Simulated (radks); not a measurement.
Excited configurations of P2+: one electron is placed in a higher orbital outside [Ne] 3s2. The ground configuration is [Ne] 3s2 3p1. Calculated with a radial shooting solver on a logarithmic mesh with Libxc functionals: scalar-relativistic Kohn-Sham, PBE, spin-unpolarised, spherical densities, point nucleus. Excitation = E - E(ground); binding = E(ion) - E, where the ion is the core of charge +3; n* = 3/sqrt(2 binding) in atomic units, and the quantum defect is n - n*.

| outer orbital | excitation (eV) | binding (eV) | n* | quantum defect | eigenvalue (eV) | <r> (bohr) |
|---|---|---|---|---|---|---|
| 3d | 12.407 | 17.332 | 2.658 | 0.342 | -13.101 | 2.575 |
| 4s | 14.200 | 15.539 | 2.807 | 1.193 | -13.184 | 4.045 |
| 4p | 16.847 | 12.893 | 3.082 | 0.918 | -10.851 | 4.579 |
| 4d | 20.387 | 9.352 | 3.618 | 0.382 | -7.741 | 5.706 |
| 4f | 21.868 | 7.871 | 3.944 | 0.056 | -6.249 | 5.752 |
| 5d | 23.850 | 5.889 | 4.560 | 0.440 | -4.981 | 9.679 |
| 5f | 24.476 | 5.263 | 4.823 | 0.177 | -4.354 | 9.862 |
| 6s | 24.241 | 5.498 | 4.719 | 1.281 | -4.765 | 11.44 |
| 6d | 25.687 | 4.052 | 5.497 | 0.503 | -3.481 | 14.57 |
| 7d | 26.786 | 2.953 | 6.440 | 0.560 | -2.564 | 20.43 |

Estimate the row for 6f.

Answer. excitation (eV) 26.023; binding (eV) 3.716; n* 5.741; quantum defect 0.259; eigenvalue (eV) -3.156; <r> (bohr) 14.95. The Delta-SCF ionisation energy is 29.739 eV (NIST Atomic Spectra Database: 30.203 eV, measured). Self-interaction in the functional shifts the binding energies and quantum defects, so they are the method's values and not measured ones. Spin polarisation and multiplet splitting are left out, so open shells lie too high by an amount that depends on their filling.

Beside tabulated values, note that spin-unpolarised runs miss the spin-polarisation part of the exchange energy of open shells.
